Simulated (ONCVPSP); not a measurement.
## Cutoff test, carbon (C), ONCV

* Element: carbon
* Generator: ONCVPSP 4.0.1
* Type: optimised norm-conserving Vanderbilt (ONCV)
* Functional: PBE
* Relativity: scalar-relativistic
* Frozen core: [He]
* Valence charge: 4
* Reference configuration: 2s2 2p2
* Partial waves: 2s: rc 1.20 bohr, ncon 4, nbas 9, qcut 6.3 1/bohr, local; 2p: rc 1.45 bohr, ncon 3, nbas 7, qcut 5.5 1/bohr, 2 projectors, debl 2.4 Ha; d scattering state at 0.22 Ha: rc 1.45 bohr, ncon 4, nbas 8, qcut 7.4 1/bohr, 3 projectors, debl 2.1 Ha
* Local potential: the s channel
* Core correction: Teter function, fcfact 3, rcfact 1.65

Question: For each optimised wave give the share of its norm inside rc, the residual kinetic energy above qcut (Ha) and the cutoffs (Ha) for errors of 10, 1, 0.1 and 0.01 mHa per electron.

Answer:

| wave | norm inside rc | residual KE | 10 mHa | 1 mHa | 0.1 mHa | 0.01 mHa |
| --- | --- | --- | --- | --- | --- | --- |
| 2s | 0.339 | 3.0e-04 | 10.8 | 16.9 | 38.6 | 152.8 |
| 2p | 0.437 | 1.7e-03 | 11.5 | 17.6 | 75.9 | not reached |
| p projector 2 | 0.110 | 1.0e-02 | 15.2 | 31.3 | 90.0 | 111.7 |
| d projector 1 | 0.004 | 7.7e-08 | 1.0 | 3.4 | 8.3 | 14.9 |
| d projector 2 | 0.186 | 2.8e-05 | 10.6 | 17.9 | 24.2 | 31.1 |
| d projector 3 | 0.142 | 1.7e-04 | 15.1 | 22.9 | 29.0 | 48.0 |

The occupied waves need 18 Ha and 76 Ha for 1 and 0.1 mHa. Rows with under 1 % of the norm inside rc give no meaningful cutoff. Its largest configuration-test error is +446 meV.
